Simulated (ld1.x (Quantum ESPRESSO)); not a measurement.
# u(r) = r·R(r): atom against pseudo-atom (B)

Columns: radius, all-electron u(r) and pseudo u(r) of the 2s shell (level -25.22 eV) of boron in the configuration [He] 2s1.5 2p0; PBEsol, non-relativistic, TM semilocal scheme, ld1.x (Quantum ESPRESSO) 7.5.

```json
{"r (bohr)": "0.163", "all-electron": "0.3512", "pseudo": "-0.0768"}
{"r (bohr)": "0.325", "all-electron": "0.2131", "pseudo": "-0.1616"}
{"r (bohr)": "0.488", "all-electron": "-0.0501", "pseudo": "-0.2640"}
{"r (bohr)": "0.650", "all-electron": "-0.3044", "pseudo": "-0.3877"}
{"r (bohr)": "0.813", "all-electron": "-0.5097", "pseudo": "-0.5277"}
{"r (bohr)": "0.975", "all-electron": "-0.6563", "pseudo": "-0.6574"}
{"r (bohr)": "1.138", "all-electron": "-0.7487", "pseudo": "-0.7487"}
{"r (bohr)": "1.300", "all-electron": "-0.7932", "pseudo": "-0.7932"}
{"r (bohr)": "1.463", "all-electron": "-0.8003", "pseudo": "-0.8003"}
{"r (bohr)": "1.625", "all-electron": "-0.7794", "pseudo": "-0.7794"}
{"r (bohr)": "1.788", "all-electron": "-0.7388", "pseudo": "-0.7388"}
{"r (bohr)": "1.950", "all-electron": "-0.6860", "pseudo": "-0.6860"}
{"r (bohr)": "2.113", "all-electron": "-0.6260", "pseudo": "-0.6260"}
{"r (bohr)": "2.275", "all-electron": "-0.5639", "pseudo": "-0.5639"}
{"r (bohr)": "2.438", "all-electron": "-0.5019", "pseudo": "-0.5019"}
{"r (bohr)": "2.600", "all-electron": "-0.4431", "pseudo": "-0.4431"}
{"r (bohr)": "2.763", "all-electron": "-0.3879", "pseudo": "-0.3879"}
{"r (bohr)": "2.925", "all-electron": "-0.3377", "pseudo": "-0.3377"}
{"r (bohr)": "3.088", "all-electron": "-0.2921", "pseudo": "-0.2921"}
{"r (bohr)": "3.250", "all-electron": "-0.2517", "pseudo": "-0.2517"}
{"r (bohr)": "3.413", "all-electron": "-0.2158", "pseudo": "-0.2158"}
{"r (bohr)": "3.575", "all-electron": "-0.1845", "pseudo": "-0.1845"}
{"r (bohr)": "3.738", "all-electron": "-0.1569", "pseudo": "-0.1569"}
{"r (bohr)": "3.900", "all-electron": "-0.1332", "pseudo": "-0.1332"}
{"r (bohr)": "4.063", "all-electron": "-0.1126", "pseudo": "-0.1126"}
{"r (bohr)": "4.225", "all-electron": "-0.0950", "pseudo": "-0.0950"}
```

How many radial nodes do the two functions have?

The all-electron 2s function has n − l − 1 = 1; the pseudo-wave has 0, since the states of the same l below it are removed with the core.

At about which radius was the pseudo-wave matched?

1.15 bohr, where the columns begin to agree (steps of 0.16 bohr).

Is the pseudo-wave norm-conserving?

Yes: the TM semilocal scheme keeps the norm inside the radius equal to the all-electron one, which fixes the energy derivative of the logarithmic derivative at the level.
